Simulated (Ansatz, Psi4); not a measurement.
Input for Ansatz (a quantum-chemistry and plane-wave program):
Ansatz 0.2 input:
```yaml
crystal:
  periodic: [false, false, false]
  atoms:
    - {symbol: B, position_ang: [0.03835502, 0.03398175, -0.03634696]}
    - {symbol: H, position_ang: [-1.14157844, -0.19839382, -0.05654116]}
    - {symbol: H, position_ang: [0.19951765, -0.63625243, 0.94928073]}
    - {symbol: H, position_ang: [0.75028569, 0.66473750, -0.71100478]}
basis:
  gaussian:
    orbitals: def2-SVP
hamiltonian:
  xc: {name: wB97X}
total_charge: 1
magnetization: {spin_polarized: true, initial_magnetization: 1}
accuracy: high
```

Problem. Give the equivalent Psi4 input.

Solution. This is not unique; one that fits is 
```
memory 2 GB

molecule {
1 2
  B     0.03835502    0.03398175   -0.03634696
  H    -1.14157844   -0.19839382   -0.05654116
  H     0.19951765   -0.63625243    0.94928073
  H     0.75028569    0.66473750   -0.71100478
}

set basis def2-svp
set reference uks
set scf_type pk
set puream true
set d_convergence 1e-8
set dft_radial_points 99
set dft_spherical_points 590

energy('wb97x')
print_variables()
```

Both were run: Ansatz gave -26.118989 Eh and Psi4 -26.118990 Eh, 0.001 mEh apart.
